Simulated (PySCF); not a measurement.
This PySCF input asks for the NMR shieldings of SMILES CC(C)CC(F)F, C$_{5}$H$_{10}$F$_{2}$; the geometry comes from GFN2-xTB.

```python
import basis_set_exchange as bse
import numpy as np
from pyscf import gto, dft
from pyscf.prop import nmr

atoms = """
C    -1.536550    1.096473   -0.416762
C    -0.495853    0.221731    0.279304
C    -0.952024   -1.235731    0.278635
C     0.856316    0.399568   -0.422311
C     1.998109   -0.315958    0.277656
F     2.157623    0.135461    1.547435
F     3.172007   -0.062433   -0.358170
H    -2.498507    1.010582    0.081838
H    -1.657415    0.786132   -1.452450
H    -1.236612    2.141459   -0.403540
H    -0.391638    0.556551    1.316576
H    -1.949819   -1.310335    0.703781
H    -0.291015   -1.860691    0.873047
H    -0.983681   -1.625932   -0.736391
H     0.806562    0.022689   -1.445826
H     1.110740    1.461599   -0.459123
H     1.884760   -1.409134    0.326391
"""
names = dict.fromkeys(["C", "F", "H"], "pcSseg-1")
basis = {el: gto.basis.parse(bse.get_basis(n, elements=[el], fmt="nwchem")) for el, n in names.items()}
mol = gto.M(atom=atoms, basis=basis, charge=0, verbose=0)
mf = dft.RKS(mol, xc="PBE0")
mf.grids.level = 2
mf.grids.alignment = dft.numint.BLKSIZE   # the property module wants whole blocks of grid points
mf.conv_tol = 1e-9
mf.kernel()

calc = nmr.RKS(mf)   # GIAO
C = mf.mo_coeff
Co = C[:, mf.mo_occ > 0]
resp = mf.gen_response(singlet=True, hermi=2)
def vind(x):   # induced exchange potential for any number of trial vectors
    d = np.einsum("pi,xij,qj->xpq", C, 2 * x.reshape(-1, C.shape[1], Co.shape[1]), Co, optimize=True)
    return np.einsum("xpq,pi,qj->xij", resp(d - d.transpose(0, 2, 1)), C, Co, optimize=True).ravel()
mo1, _ = nmr.rhf.solve_mo1(calc, with_cphf=vind)
sigma = calc.kernel(mo1)
for i, s in enumerate(sigma):   # ppm
    print("%2d %-2s %9.2f" % (i, mol.atom_pure_symbol(i), np.trace(s) / 3))
```

Problem. Give the expected output.

Solution. 
```
 0 C     160.47
 1 C     159.82
 2 C     164.80
 3 C     139.35
 4 C      64.49
 5 F     315.28
 6 F     309.97
 7 H      30.56
 8 H      30.96
 9 H      30.56
10 H      29.92
11 H      30.64
12 H      30.38
13 H      31.22
14 H      30.43
15 H      29.75
16 H      25.49
```

These numbers come from an equivalent density-fitted implementation of the same equations, which agrees with the script to about 0.01 ppm for H and up to a few tenths of a ppm for heavy atoms, so last digits may differ.

Problem. Turn these shieldings into chemical shifts. Chemical shifts δ = σref − σ; ¹³C (σref 186.93) and ¹H (σref 31.72) against TMS; CFCl3 for ¹⁹F (σref 170.95), all at this level.

Solution. Averaging equivalent atoms: C 4: 122.4; C 3: 47.6; C 1: 27.1; C 0/2: 24.3; F 5/6: -141.7; H 16: 6.23; H 10: 1.79; H 14/15: 1.63; H 7/8/9/11/12/13: 1.00 ppm. Unscaled 19F shifts against computed CFCl3 carry errors that often reach 10 to 50 ppm.

Size and cost of the density-fitted run: 169 basis functions, of the order of 50 core-seconds.
